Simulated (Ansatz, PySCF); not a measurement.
C4H3F, SMILES C#C/C=C\F. Atoms are numbered in the order given.

```xyz
8

C      0.4314     2.2102     0.0000
C     -0.1779     1.1602     0.0000
C     -0.9205    -0.0516    -0.0001
C     -0.3790    -1.2783    -0.0001
F      0.9337    -1.4862     0.0000
H      0.9777     3.1343     0.0000
H     -2.0135     0.0056     0.0001
H     -0.9612    -2.2040     0.0001
```

The structure is a stationary point at B3LYP-D3(BJ)/def2-SVP. The structure was generated by enumeration; whether it is a known compound was not checked.

Two levels are set side by side: PBE-D3(BJ)/def2-SVP (Ansatz, a quantum-chemistry and plane-wave program) and B3LYP-D3(BJ)/def2-SVP (Ansatz). Each level has its own optimised geometry; the coordinates shown are those of the second. Frequencies come from the Hessian of PySCF at each geometry. Differences are taken from unrounded values.

```json
[
 {"quantity": "mean bond length (Å)", "B3LYP-D3(BJ)": "1.224"},
 {"quantity": "bond C1–C2 (Å)", "B3LYP-D3(BJ)": "1.214"},
 {"quantity": "bond C2–C3 (Å)", "B3LYP-D3(BJ)": "1.421"},
 {"quantity": "bond C3–C4 (Å)", "B3LYP-D3(BJ)": "1.341"},
 {"quantity": "bond C4–F5 (Å)", "B3LYP-D3(BJ)": "1.329"},
 {"quantity": "bond C1–H6 (Å)", "B3LYP-D3(BJ)": "1.073"},
 {"quantity": "bond C3–H7 (Å)", "B3LYP-D3(BJ)": "1.095"},
 {"quantity": "bond C4–H8 (Å)", "B3LYP-D3(BJ)": "1.094"},
 {"quantity": "highest harmonic wavenumber (cm⁻¹)", "B3LYP-D3(BJ)": "3471"},
 {"quantity": "mean harmonic wavenumber (cm⁻¹)", "B3LYP-D3(BJ)": "1319"},
 {"quantity": "zero-point energy (kcal/mol)", "B3LYP-D3(BJ)": "33.95"}
]
```

Q: What does PBE-D3(BJ) give, and how far is it from B3LYP-D3(BJ)? (Estimate from the structure and the level; the computed values follow.)

A: 
```
quantity                            PBE-D3(BJ)  PBE-D3(BJ) minus B3LYP-D3(BJ)
----------------------------------  ----------  -----------------------------
mean bond length (Å)                     1.231                          0.007
bond C1–C2 (Å)                           1.226                          0.012
bond C2–C3 (Å)                           1.418                         -0.003
bond C3–C4 (Å)                           1.353                          0.012
bond C4–F5 (Å)                           1.334                          0.005
bond C1–H6 (Å)                           1.081                          0.007
bond C3–H7 (Å)                           1.103                          0.009
bond C4–H8 (Å)                           1.102                          0.009
highest harmonic wavenumber (cm⁻¹)        3408                            -63
mean harmonic wavenumber (cm⁻¹)           1279                            -40
zero-point energy (kcal/mol)             32.91                          -1.04
```

GGA bonds tend to be longer and softer than those of functionals with exact exchange. Differences between two approximate levels are no errors against the true value.
